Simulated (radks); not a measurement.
Task: These are the eigenvalues of the occupied orbitals of an atom or ion with whole-number occupations (eV). Calculated with a radial shooting solver on a logarithmic mesh with Libxc functionals: non-relativistic Kohn-Sham, PBE, spin-polarised, spherical densities, point nucleus.

1s: -25667.39
2s: -3745.027
2p: -3492.508
3s: -709.9654
3p: -607.3888
3d: -417.5722
4s: -116.3957
4p: -83.5839
4d: -30.8546

Which element is it, and in what charge state? The configuration may be excited. Open shells, if any, are filled with parallel spins first.

Result: Z = 48, cadmium, charge +2: Cd2+ in [Kr] 4d10. The list shows which subshells hold electrons but not how many an open one holds; the 1s level, -943.26 hartree, gives Z - s = 43.4 by -(Z - s)^2/2, which with screening narrows Z to a few neighbours, and the depths of the outer levels then fix element, charge and occupations together.
